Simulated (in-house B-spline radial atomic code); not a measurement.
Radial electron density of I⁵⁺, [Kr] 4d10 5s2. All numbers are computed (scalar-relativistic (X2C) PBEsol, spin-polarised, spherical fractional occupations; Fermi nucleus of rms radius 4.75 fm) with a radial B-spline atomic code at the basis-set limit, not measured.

One-electron X2C: radii and densities carry no picture-change correction, so inner-shell <1/r> comes out high (for 1s by about 2 % at Z = 33, 5 % at 54, 10 % at 75, 30 % at 118) and <r> low.

Columns: r (bohr), 4πr²n(r) (electrons per bohr), bar.

```
0.000861     2.27 #
 0.00106    3.148 ##
  0.0013    4.322 ##
  0.0016    5.935 ###
 0.00196    8.041 ####
 0.00241    10.87 #####
 0.00296    14.53 #######
 0.00364    19.21 ##########
 0.00448    25.05 ############
  0.0055    31.96 ################
 0.00676    39.89 ####################
 0.00831    48.42 ########################
  0.0102    56.71 ############################
  0.0126    63.95 ################################
  0.0154    68.39 ##################################
   0.019    69.49 ##################################
  0.0233    67.06 #################################
  0.0286    62.68 ###############################
  0.0352    59.53 ##############################
  0.0432    61.33 ##############################
  0.0531    69.64 ###################################
  0.0653    81.31 ########################################
  0.0802    88.74 ############################################
  0.0986    85.48 ##########################################
   0.121    73.49 ####################################
   0.149    63.66 ################################
   0.183    65.64 #################################
   0.225    73.61 ####################################
   0.276    71.09 ###################################
    0.34    51.96 ##########################
   0.417    31.31 ################
   0.513    24.07 ############
    0.63    27.21 #############
   0.775    27.09 #############
   0.952    19.72 ##########
    1.17    10.98 #####
    1.44    5.351 ###
    1.77     2.58 #
    2.17    1.118 #
    2.67   0.3415 
    3.28  0.06355 
    4.03 0.006117 
    4.95 0.0002616 
    6.09 4.18e-06
```

On this grid the curve has 4 maxima, near 0.019, 0.0802, 0.225, 0.63 bohr.

The 4d down radial function P(r) = rR(r), positive near the nucleus:

```csv
r (bohr),P
0.00831,0.001196
0.0126,0.003692
0.019,0.01092
0.0286,0.0307
0.0432,0.08095
0.0653,0.1913
0.0986,0.3817
0.149,0.5888
0.225,0.5765
0.34,0.07211
0.513,-0.7453
0.775,-1.154
1.17,-0.8263
1.77,-0.299
2.67,-0.04559
4.03,-0.001918
```
